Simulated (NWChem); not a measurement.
System: CH3BClFS; SMILES CSB(F)Cl

```xyz
8

B      0.3000     0.3906     0.0000
Cl    -0.3217     2.0427     0.0000
F      1.6210     0.1953     0.0000
S     -0.8599    -0.9832     0.0000
C      0.2780    -2.4225     0.0000
H      0.9136    -2.4221    -0.9046
H     -0.3583    -3.3264     0.0000
H      0.9136    -2.4221     0.9046
```
Atoms are numbered in this order, from 1.

Computed with NWChem. Pople sets run with spherical d functions. Geometry: optimised at PBE-D3(BJ)/def2-SVP. Ions are spin-unrestricted doublets at the neutral geometry; other ion states weren't tried. Functional: LC-ωPBE (HJS hole) with 6-31G*; rows give the range parameter ω in 1/bohr.

```
range parameter (1/bohr)  vertical ionisation energy, ΔSCF (eV)  −ε(HOMO) (eV)  ΔSCF minus −ε(HOMO) (eV)
------------------------  -------------------------------------  -------------  ------------------------
0.20                                                       9.84           9.03                      0.81
0.35                                                      10.05          10.14                     -0.09
0.50                                                      10.18          10.77                     -0.59
0.60                                                      10.23          11.03                     -0.80
0.80                                                      10.28          11.33                     -1.05
```
